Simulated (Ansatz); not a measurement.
hydrogen fluoride, charge +1, doublet, geometry from GFN2-xTB (a state made from the parent by changing its charge; the spin is typed, not shown lowest).

Ansatz (a first-principles code) was given this input:
Ansatz 0.2 input:
```yaml
crystal:
  periodic: [false, false, false]
  atoms:
    - {symbol: F, position_ang: [-0.00000000, -0.00000000, -0.10443316]}
    - {symbol: H, position_ang: [0.00000000, 0.00000000, 0.93989843]}
basis:
  gaussian:
    orbitals: def2-SVPD
hamiltonian:
  xc: {name: wB97X-V}
total_charge: 1
magnetization: {spin_polarized: true, initial_magnetization: 1}
accuracy: high
```

Predict the total energy from WB97X-V/def2-SVPD in Ansatz.

-99.745594 Ha

Predict the <S^2> from WB97X-V/def2-SVPD.

0.752

Estimate the number of basis functions that WB97X-V/def2-SVPD returns for this input.

31
